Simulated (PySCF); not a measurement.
Cartesian coordinates (Å):
```xyz
13

Mo    -0.0615     0.1814     0.4556
F     -0.4303     1.9295    -0.0856
F      1.6323     0.7411     0.9962
F     -1.8973     0.1892     0.7806
F      0.1515    -0.9498     1.9241
C      0.9308     0.1933    -1.4628
H      0.1624     0.1882    -2.2598
H      1.5985    -0.6825    -1.5639
H      1.5094     1.1350    -1.4878
C     -0.5788    -1.7058    -0.4570
H     -1.0728    -1.5435    -1.4332
H     -1.2656    -2.1996     0.2548
H      0.3440    -2.3039    -0.5857
```
Charge 0, multiplicity 1.

Estimate the dipole moment, total energy and charge on the central atom (Mulliken) that TPSSh-D3(BJ)/def2-TZVP // BP86-D3(BJ)/def2-SVP in PySCF returns for this input.


```json
{
 "dipole_moment": "2.97 D",
 "total_energy": "-547.7418 Ha",
 "charge on the central atom (Mulliken)": "1.47 e"
}
```
